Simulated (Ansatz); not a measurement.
Computed with Ansatz on PBE0-D4/def2-TZVP structures; ΔE is electronic, products minus reactants. CCSD(T)/CBS adds triple-zeta CCSD(T) − MP2 to the extrapolated MP2 energy (def2 sets, frozen cores). This one scheme is used for every species. Functionals use def2-TZVPP. Triplets are unrestricted, without spin–orbit coupling. Elements past krypton have def2 core potentials. For In outer-core shells are correlated without core-valence functions, which leaves a few kJ/mol of doubt a bond. One conformer a species, not always the lowest.

Consider the formal loss of a carbene: `CC[O][In]([F])[F]` → `C[O][In]([F])[F]` + `[CH2]` (triplet).

`CC[O][In]([F])[F]`:

Z-matrix (Å, degrees):
```
C
C 1 1.511
H 1 1.097 2 111.0
H 1 1.093 2 110.6 3 -121.2
H 1 1.093 2 111.0 3 118.8
O 2 1.416 1 113.3 3 64.3
H 2 1.098 1 110.0 3 -60.1
H 2 1.096 1 109.9 3 -177.8
In 6 1.956 2 120.7 1 -49.8
F 9 1.939 6 123.9 2 -9.3
F 9 1.926 6 122.3 2 172.5
```

`C[O][In]([F])[F]`:

Z-matrix (Å, degrees):
```
C
O 1 1.414
H 1 1.096 2 112.6
H 1 1.094 2 107.1 3 -118.6
H 1 1.096 2 112.6 3 122.7
In 2 1.954 1 121.6 3 -61.3
F 6 1.924 2 123.3 1 180.0
F 6 1.936 2 121.6 1 -0.0
```

`[CH2]` (triplet):

Cartesian coordinates in Å:
```
C 0.174 -0.181 0.115
H 0.571 0.823 0.099
H -0.744 -0.642 -0.214
```

```csv
level,ΔE (eV)
revPBE,4.41
HF/CBS(def2),3.13
```

**Question.** What does CCSD(T)/CBS give? (Best estimate.)

**Answer.** Computed: +4.73 eV. The listed levels differ from it by -0.32, -1.60 eV.

Largest T1 diagnostic among the species: 0.017.

Leaving LDA and LC-ωPBE aside and taking each functional with its dispersion term where it has one, the values, not all of them listed here, spread over 0.37 eV, from r2SCAN0-D4 to ωB97X-V. LDA lies +0.83 eV from PBE without D4. At CCSD(T), def2-SVP lies −0.16 eV from the extrapolated value and def2-TZVPP −0.13 eV. From BLYP to BHLYP (50 % exact exchange), in def2-TZVPP and without D4, ΔE moves by −0.04 eV.
